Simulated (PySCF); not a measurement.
Excitations are Tamm–Dancoff values on a coarser integration grid. The basis has no diffuse functions, so Rydberg states are missing or too high.

Cartesian coordinates (Å):
SMILES: [NH2][Ga]([NH2])[NH2]
```xyz
10

N     -0.3936     1.7996     0.1123
Ga    -0.0041    -0.0021    -0.0218
N     -1.3747    -1.2270    -0.2023
N      1.7550    -0.5567    -0.1179
H     -1.2965     2.1049    -0.2443
H      0.3225     2.4516    -0.2003
H     -2.2954    -0.9495     0.1297
H     -1.1922    -2.1865     0.0820
H      2.4628     0.0701     0.2578
H      1.9672    -1.5097     0.1677
```
Charge 0, spin multiplicity 1.

Question: Predict the dipole moment, HOMO, HOMO–LUMO gap, T1 excitation (TDA), total energy, LUMO, S1 excitation (TDA) and S1–T1 gap (TDA) from PySCF with PBE-D3(BJ)/def2-TZVP.

Answer: 
```yaml
dipole_moment: 0.84 D
HOMO: -5.43 eV
HOMO–LUMO gap: 4.61 eV
T1 excitation (TDA): 4.43 eV
total_energy: -2092.3654 Ha
LUMO: -0.82 eV
S1 excitation (TDA): 4.79 eV
S1–T1 gap (TDA): 0.36 eV
```
